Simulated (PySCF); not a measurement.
PySCF 2.14 output of a UHF calculation on a single atom or ion in aug-cc-pVTZ (8s7p5d3f2g, 93 functions), with no relativity, point nucleus:

```
SCF conv_tol = 1e-09
number electrons alpha = 13  beta = 9
cycle= 1 E= -1147.91150848128  delta_E= -0.00545  |g|= 0.0284  |ddm|= 0.0379
cycle= 2 E= -1147.91165019202  delta_E= -0.000142  |g|= 0.0055  |ddm|= 0.00931
cycle= 3 E= -1147.91165672832  delta_E= -6.54e-06  |g|= 0.000501  |ddm|= 0.00613
cycle= 4 E= -1147.91165680744  delta_E= -7.91e-08  |g|= 0.000136  |ddm|= 0.00161
cycle= 5 E= -1147.91165681311  delta_E= -5.67e-09  |g|= 3.19e-05  |ddm|= 0.000775
cycle= 6 E= -1147.91165681412  delta_E= -1.01e-09  |g|= 7.22e-06  |ddm|= 0.000135
cycle= 7 E= -1147.91165681419  delta_E= -6.78e-11  |g|= 7.98e-07  |ddm|= 2.82e-05
converged SCF energy = -1147.91165681419  <S^2> = 6.0017404  2S+1 = 5.0006961
```

The run itself started from symmetry-adapted Hartree-Fock orbitals and held the occupation by maximum overlap, so the iterations belong to that start.

Q: Which element, charge and spin multiplicity is this?

A: Mn³⁺ (manganese, charge +3), multiplicity 5; the state was [Ar] 3d4, high-spin 5D determinant.
